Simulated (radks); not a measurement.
Problem. The titanium ion Ti7+, 15 electrons, occupied as [Ne] 3s2 3p3. Method: scalar-relativistic Kohn-Sham, PBE, spin-polarised, spherical densities, finite nucleus; open shells are filled with parallel spins first; Fermi nuclear charge, rms radius 3.5921 fm; computed with a radial shooting solver on a logarithmic mesh with Libxc functionals. Some entries of the table are withheld. Estimate them.

orbital  occ.  eigenvalue (hartree)  r(max) (bohr)
1s up       1             -184.1886        0.04555
1s down     1             -184.1367        0.04555
2s up       1             -24.82210         0.2683
2s down     1             -24.77764         0.2685
2p up       3             -21.45102         0.2188
2p down     3             -21.38726         0.2192
3s up       1              -6.73558         0.8281
3s down     1              -6.47481         0.8278
3p up       3                   (1)         0.8373
3p down     0                   (2)         0.8375

Solution. 
(1) 3p up eigenvalue (hartree): -5.79448
(2) 3p down eigenvalue (hartree): -5.54122
